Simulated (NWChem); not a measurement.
# CH₇BP₂; SMILES CB(P)P

```xyz
11

B      0.3622    -0.0311     0.0000
C      1.9387     0.0416     0.0000
H      2.3639     0.5211    -0.8898
H      2.3639     0.5211     0.8898
H      2.3104    -0.9960     0.0000
P     -0.5890     0.0988    -1.6593
H      0.2349    -0.7156    -2.4802
H     -1.6398    -0.8366    -1.4774
P     -0.5890     0.0988     1.6593
H     -1.6398    -0.8366     1.4774
H      0.2349    -0.7156     2.4802
```
Atoms are numbered in this order, from 1.

Structure relaxed at the B3LYP/6-31G* (spherical d) level.

Symmetry labels are those of Cs in the frame above (b1 and b2, or b-type labels, depend on it).

List the 4 lowest vertical singlet excitations from CAM-B3LYP/6-31G* (spherical d), TDA (NWChem).


```json
[
 {"state": "S1", "energy (eV)": "4.86", "oscillator strength": "0.168", "symmetry": "a\"", "leading excitation (squared amplitude)": "HOMO → LUMO (0.91)"},
 {"state": "S2", "energy (eV)": "5.83", "oscillator strength": "0.038", "symmetry": "a'", "leading excitation (squared amplitude)": "HOMO−1 → LUMO (0.79)"},
 {"state": "S3", "energy (eV)": "6.45", "oscillator strength": "0.026", "symmetry": "a\"", "leading excitation (squared amplitude)": "HOMO → LUMO+1 (0.69)"},
 {"state": "S4", "energy (eV)": "6.54", "oscillator strength": "0.053", "symmetry": "a\"", "leading excitation (squared amplitude)": "HOMO−2 → LUMO (0.68)"}
]
```
